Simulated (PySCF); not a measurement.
Structure with atom numbers: `[CH3:1][O:2][Si@@:3]([SiH3:4])([PH2:5])[O:6][SiH3:7]` (H(Xn): hydrogen on atom n).

Theory: coordinates at the GFN2-xTB level, GIAO PBE0/pcSseg-1 shieldings, in PySCF (one averaged value for each set of equivalent atoms, one computed conformer, in vacuum, no relativistic terms).

δ = σ(ref) − σ, references computed at the same level: 13C (σref 186.93), 1H (σref 31.72), 29Si (σref 349.16) vs TMS; 17O (σref 336.08) vs H2O; 31P (σref 318.38) against H3PO4.

| atoms | nucleus | count | δ (ppm) |
| --- | --- | --- | --- |
| H(Si7) | 1H | 3 | 5.16 |
| Si3 | 29Si | 1 | ? |
| H(Si4) | 1H | 3 | 3.40 |
| O2 | 17O | 1 | 66.6 |
| O6 | 17O | 1 | 67.4 |
| Si4 | 29Si | 1 | -122.7 |
| H(P5) | 1H | 2 | ? |
| P5 | 31P | 1 | -278.8 |
| Si7 | 29Si | 1 | -42.2 |
| H(C1) | 1H | 3 | 3.93 |
| C1 | 13C | 1 | ? |

Fill in the missing shifts.

Answers


- C1: 53.0 ppm, methyl carbon bonded to O; deshielded by the electronegative neighbour
- H(P5): 0.94 ppm, hydrogen on a phosphorus bonded to Si
- Si3: 8.7 ppm, silicon bonded to 2 O, P, Si

Shifts are as computed. Against solution values, carbons near 30 ppm lie about +3 ppm off and those near 130 ppm about +5 ppm. Of 1211 compounds with measured shifts, 218 miss one by over three times the rms of a fit or turn the order of signals round; such compounds aren't used in these exercises. Experimental scales use liquid or dissolved standards, which lie at an offset from isolated H2O (liquid H2O: subtract about 36 ppm) and H3PO4.
